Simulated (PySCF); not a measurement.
**How the method changes the constants of TlIn⁺**

State: ²Σ⁺ (doublet), unpaired electrons σ ↑. Set-up: Tl def2-SVP with ECP60, In def2-SVP with ECP28; scalar-relativistic core potentials (PySCF 2.14). De refers to Tl + In⁺ in their high-spin ground configurations, without counterpoise correction. The functionals are run spin-unrestricted. A positive dipole points towards In; it is taken about the centre of mass and depends on that origin.

| Level | Re (Å) | ωe (cm⁻¹) | De (eV) | μ (D) | CPU s a point (SCF and correlation, without the integrals) |
| --- | --- | --- | --- | --- | --- |
| UHF | 3.699 | 58.7 | n/a | 1.76 | 0.15 |
| UHF-MP2 | 3.580 | 63.6 | n/a | n/a | 0.28 |
| UHF-SCS-MP2 | 3.615 | 61.8 | n/a | n/a | n/a |
| UHF-CCSD | 3.594 | 63.7 | n/a | n/a | n/a |
| UHF-CCSD(T) | 3.582 | 64.4 | n/a | n/a | 11 |
| PBE | 3.686 | 55.4 | n/a | 2.11 | 0.62 |
| TPSS | 3.669 | 55.3 | n/a | 2.01 | 0.93 |
| r²SCAN | 3.620 | 59.3 | n/a | 2.01 | 0.88 |
| M06-L | 3.684 | 57.1 | n/a | 1.86 | 0.87 |
| PBE0 | 3.615 | 60.2 | n/a | 2.01 | 1 |
| M06-2X | 3.626 | 61.2 | n/a | 1.72 | 1 |

The bond length runs from 3.580 Å (UHF-MP2) to 3.699 Å (UHF).

Correlated steps freeze 8 core orbitals. These are scalar-relativistic numbers at best; spin–orbit coupling would shift them, the dissociation energy most. The state is the lowest determinant that a PBE0 search found; another state may lie lower at other levels.

The whole job (state search and all levels along the bond) took about 3.1 min on 1 thread of Arm Neoverse V1 (shared host), peak memory 0.61 GiB.
